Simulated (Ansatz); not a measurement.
`C[NH][InH2]` + H₂ → `[InH3]` + CH₃NH₂ at 298.15 K and 1 bar (hydrogenolysis of the In–N bond).

Gas-phase electronic energies from Ansatz, PBE0-D4/def2-TZVP geometries. CCSD(T)/CBS adds triple-zeta CCSD(T) − MP2 to the extrapolated MP2 energy (def2 sets, frozen cores). This one scheme is used for every species. Elements past krypton have def2 core potentials. For In outer-core shells are correlated without core-valence functions, which leaves a few kJ/mol of doubt a bond.

```tsv
species	CCSD(T)/CBS energy (Eh)	H − E (kJ/mol)	S (J/(mol·K))
`C[NH][InH2]`	-286.14916	189.4	318.2
H₂	-1.17544	35.1	130.4
`[InH3]`	-191.56739	54.8	229.0
CH₃NH₂	-95.75281	180.0	240.4
```

H − E and S are ideal-gas, rigid-rotor, harmonic terms from PBE0-D4/def2-TZVP. The MP2-based limit puts H₂ 0.8 mEh under its directly extrapolated value; such offsets cancel only in part. 1 Eh = 2625.50 kJ/mol, R = 8.31446 J/(mol·K).

Problem. By hand: ΔE, ΔH, ΔS and ΔG.

Solution. ΔE = (-191.56739) + (-95.75281) − (-286.14916) − (-1.17544) = 0.00440 Eh = 11.6 kJ/mol. Δ(H − E) = 54.8 + 180.0 − 189.4 − 35.1 = 10.3, so ΔH = 21.9 kJ/mol. ΔS = 229.0 + 240.4 − 318.2 − 130.4 = 20.8 J/(mol·K). ΔG = 21.9 − 298.15 × (20.8)/1000 = 15.7 kJ/mol.

Problem. By hand: the equilibrium constant, and the temperature at which ΔG would vanish if ΔH and ΔS stayed fixed.

Solution. log₁₀ K = −ΔG/(RT ln 10) = -2.8. ΔG = 0 at ΔH/ΔS = 1053 K.

ΔH outweighs TΔS. A doubt of 5 kJ/mol in ΔE shifts log₁₀ K by 0.9 here. These are equilibria of isolated gas molecules and say nothing of rates. Largest T1 diagnostic: 0.016 (customary marks: 0.02 for closed shells, 0.045 for open ones).
